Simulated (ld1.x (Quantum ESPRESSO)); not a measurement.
Pseudopotential generation for Ru (Z = 44): ultrasoft, LDA (PZ), fully relativistic.

Ru (Z = 44), ultrasoft, made with ld1.x (Quantum ESPRESSO) 7.5 (LDA (PZ), fully relativistic). Core [Kr], reference 4d7 5s0.75 5p0.25. Waves: 5s (bound): rcut 2.40, rcutus 3.00 bohr; 5s channel at 2.3 Ry: rcut 2.40, rcutus 3.00 bohr; 5p (bound): rcut 2.55, rcutus 3.40 bohr; 5p channel at 0.3 Ry: rcut 2.55, rcutus 3.40 bohr; 4d (bound): rcut 1.10, rcutus 1.40 bohr; 4d channel at 0.35 Ry: rcut 1.10, rcutus 1.40 bohr; 4f channel at 0.45 Ry: rcut 2.90, rcutus 3.20 bohr. Local part: all-electron potential smoothed inside 2.75 bohr (lloc = -2). Core correction: none. Augmentation charge: PSQ, inside the norm-conserving radii.

Open shells are filled in proportion to 2j + 1 (rel_dist='average').

Task: Does the generator finish with these settings?

Result: Yes, a potential is produced and its reference levels are reproduced.

Task: Estimate the cutoffs (Ry, on a coarse ladder) from which the occupation-weighted sum of valence levels, in a spherical-Bessel basis at the reference potential, stays within 10 and 1 mRy of its value at 400 Ry.

Result: 50 Ry and 90 Ry.

Task: Does the potential have ghost states?

Result: No extra level below or beside the all-electron valence levels (s, p1/2, p3/2, d3/2, d5/2, f5/2, f7/2 tested).

Task: Is the overlap operator S = 1 + Σ q|β⟩⟨β| positive definite (Bessel basis up to 400 Ry)?

Result: Yes: its lowest eigenvalue is 0.61 (p3/2 channel).

Task: Which valence shell sets the plane-wave cutoff?

Result: 4d: its level needs 50 Ry to come within 1 mRy, against 6 Ry for 5s.

Task: Tests: 4d7 5s1 5p0; 4d7 5s0 5p0; 4d6 5s0 5p0; 4d8 5s0 5p0; 4d7.5 5s0.5 5p0; 4d5 5s0 5p0; 4d6 5s2 5p0. Which has the largest error in its energy relative to the reference configuration, and how large is it?

Result: 4d5 5s0 5p0, with -95 meV (all-electron minus pseudo) on +56.02 eV.
